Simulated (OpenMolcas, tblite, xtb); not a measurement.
**A ladder of methods for CH4AlClO (SMILES C[O][AlH][Cl])**

CH4AlClO: 8 atoms, total charge 0, spin state singlet. As SMILES, `C[O][AlH][Cl]`. The shape is that of a PBE0-D4/def2-TZVP optimisation. This is one conformer, not always the lowest.

Quantity: the vertical ionisation energy (to the doublet cation), in eV. The values are calculated.

```
                                                       level                   kind     program  value (eV)  less CCSD(T)/6-31G*
                                                    GFN1-xTB         semi-empirical         xtb       15.30                +4.61
                                                   IPEA1-xTB         semi-empirical      tblite       14.88                +4.19
                             HF/6-31G* (spherical functions)           Hartree–Fock  OpenMolcas        9.84                -0.85
                          SVWN5/6-31G* (spherical functions)                    LDA  OpenMolcas       10.35                -0.34
                            PBE/6-31G* (spherical functions)                    GGA  OpenMolcas       10.21                -0.48
                         revPBE/6-31G* (spherical functions)                    GGA  OpenMolcas       10.16                -0.53
                          M06-L/6-31G* (spherical functions)               meta-GGA  OpenMolcas       10.39                -0.30
                          B3LYP/6-31G* (spherical functions)          global hybrid  OpenMolcas       10.58                -0.11
CCSD(T)/6-31G* (spherical functions), open shells restricted  coupled cluster or CI  OpenMolcas       10.69                 0.00
```

CCSD(T)/6-31G* (spherical functions), open shells restricted is the highest level here, not the true value. The values span 9.84 to 15.30 eV. The xTB values lack the empirical shift that such differences need.
